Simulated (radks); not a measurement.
All-electron atom: Nb II in [Kr] 4d4 (the NIST ground configuration).

Method: scalar-relativistic Kohn-Sham, r2SCAN, spin-polarised, spherical densities, finite nucleus; open shells are filled with parallel spins first (spin-orbit coupling, left out, can overturn this in heavy ions); meta-GGA in the generalised Kohn-Sham scheme; Fermi nuclear charge, rms radius 4.324 fm; computed with a radial shooting solver on a logarithmic mesh with Libxc functionals.

Energy parts (eV):
| part | energy |
|---|---|
| total | -103947.635 |
| kinetic | 107029.835 |
| electron-nucleus | -250186.137 |
| Hartree | 42450.537 |
| exchange-correlation | -3241.871 |

Orbitals (lengths in bohr, moments of r in powers of bohr; r(max) is where P^2 peaks):
1s down: occ. 1; eigenvalue (eV) -18856.44; <r^2> 0.001758; <r> 0.03610; r(max) 0.02349
1s up: occ. 1; eigenvalue (eV) -18856.41; <r^2> 0.001758; <r> 0.03610; r(max) 0.02349
2s up: occ. 1; eigenvalue (eV) -2654.490; <r^2> 0.02941; <r> 0.1579; r(max) 0.1331
2s down: occ. 1; eigenvalue (eV) -2653.998; <r^2> 0.02941; <r> 0.1579; r(max) 0.1331
2p up: occ. 3; eigenvalue (eV) -2368.302; <r^2> 0.02319; <r> 0.1377; r(max) 0.1065
2p down: occ. 3; eigenvalue (eV) -2367.957; <r^2> 0.02319; <r> 0.1377; r(max) 0.1065
3s up: occ. 1; eigenvalue (eV) -452.9794; <r^2> 0.2240; <r> 0.4421; r(max) 0.3949
3s down: occ. 1; eigenvalue (eV) -452.8231; <r^2> 0.2240; <r> 0.4422; r(max) 0.3950
3p up: occ. 3; eigenvalue (eV) -358.5160; <r^2> 0.2307; <r> 0.4451; r(max) 0.3890
3p down: occ. 3; eigenvalue (eV) -358.3143; <r^2> 0.2307; <r> 0.4452; r(max) 0.3891
3d up: occ. 5; eigenvalue (eV) -204.6586; <r^2> 0.2262; <r> 0.4330; r(max) 0.3355
3d down: occ. 5; eigenvalue (eV) -204.2658; <r^2> 0.2260; <r> 0.4330; r(max) 0.3357
4s up: occ. 1; eigenvalue (eV) -67.1122; <r^2> 1.556; <r> 1.171; r(max) 1.039
4s down: occ. 1; eigenvalue (eV) -64.6284; <r^2> 1.524; <r> 1.159; r(max) 1.030
4p up: occ. 3; eigenvalue (eV) -42.8159; <r^2> 1.987; <r> 1.316; r(max) 1.131
4p down: occ. 3; eigenvalue (eV) -39.8634; <r^2> 1.926; <r> 1.296; r(max) 1.120
4d up: occ. 4; eigenvalue (eV) -10.1916; <r^2> 4.920; <r> 2.012; r(max) 1.497

The highest occupied level is 4d up at -10.192 eV. The density falls to 0.001 e/bohr^3 at r = 4.01 bohr. Summed over all electrons, <r^2> = 38.79 bohr^2, which gives a Langevin (diamagnetic) susceptibility term of -30.7 x 10^-6 cm^3/mol. The spin density at the nucleus is -3.731 e/bohr^3 (1s 0.040, 2s -0.928, 3s 0.802, 4s -3.646). Spin moment in Bohr magnetons: 4.
